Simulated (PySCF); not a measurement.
## Dipole moment and polarisability of `C=C([SiH2]N)N(C)C`

Compound: C4H12N2Si.
Geometry (GFN2-xTB, Å), atoms numbered from 1 in this order:
```xyz
19
C4H12N2Si angstrom
C      0.368    1.124    1.866
C      0.257    0.277    0.835
Si     1.604   -1.039    0.619
N      2.016   -1.079   -1.059
N     -0.729    0.389   -0.135
C     -1.712    1.437    0.003
C     -1.264   -0.818   -0.717
H      1.199    1.046    2.543
H     -0.333    1.912    2.084
H      1.154   -2.405    0.925
H      2.709   -0.701    1.528
H      2.761   -1.691   -1.351
H      2.084   -0.204   -1.553
H     -2.308    1.482   -0.908
H     -1.209    2.394    0.132
H     -2.390    1.277    0.854
H     -1.762   -0.569   -1.656
H     -1.996   -1.308   -0.058
H     -0.459   -1.515   -0.928
```

Level: CAM-B3LYP/def2-SVPD (PySCF), static field, nuclei fixed, core orbitals frozen in the response. The polarisability tensor in these axes (au):

```
x   95.75 -6.85  7.78
y   -6.85 90.97 11.26
z    7.78 11.26 93.60
```

Question: Diagonalise the tensor; give its mean and Δα, where Δα² is half the sum of the squared differences of the eigenvalues.

Answer: Principal values 75.66, 100.61 and 104.04 au; mean 93.44 au = 13.85 Å³ = 15.41 × 10⁻⁴⁰ C²·m²/J; Δα = 26.83 au (29 % of the mean).

Question: What is the dipole moment, and where does it point?

Answer: (-0.17, 0.20, -1.22) D, 1.25 D in size, pointing from the negative to the positive side. Measured along this direction, the outermost atoms are H8 at the negative end and H17 at the positive end.

Question: Estimate the molar refractivity from the static electronic polarisability.

Answer: Lorentz–Lorenz: R = (4π/3)N_A α = 2.5225 cm³/(mol·Å³) × 13.85 Å³ = 34.9 cm³/mol, in the limit of long wavelengths.

Question: Refractivity n − 1 of an ideal gas of it at 500 K and 1 atm, from the electronic α?

Answer: N = p/kT = 1.4678 × 10¹⁹ cm⁻³, so n − 1 = 2π × N × 13.85 × 10⁻²⁴ cm³ = 1277 × 10⁻⁶ at long wavelengths, for an ideal gas.

Question: What depolarisation ratio follows for Rayleigh scattering of linearly polarised light, taking the static tensor?

Answer: ρ = 3Δα²/(45ᾱ² + 4Δα²) = 2159.4/(392868 + 2879.2) = 0.00546.

Question: Directions of the eigenvectors, and the extent of the frame along each?

Answer: Largest value along (0.32, 0.52, 0.79), where the nuclei span 5.11 Å; middle along (0.83, -0.56, 0.03), 5.96 Å; least along (0.46, 0.65, -0.61), 3.49 Å. The strongest response doesn't lie along the longest of the three spans.

Question: What are the principal values of the traceless quadrupole moment, Θ = ½Σq(3rr − r²1), about the centre of nuclear charge?

Answer: -4.20, -2.97, 7.17 D·Å. The values depend on the origin, since the dipole doesn't vanish. The electronic extent ⟨r²⟩ about the same centre is 1087 bohr², a root-mean-square distance of 2.18 Å for the 64 electrons.

The structure is a single GFN2-xTB conformer in the gas phase; no vibrational or solvent corrections.

These values come from a run that also computed excited states. The run took 2.3 min of wall time on Intel Xeon at 2.50 GHz, one thread (shared host), and the process peaked at 1.1 GiB of memory.
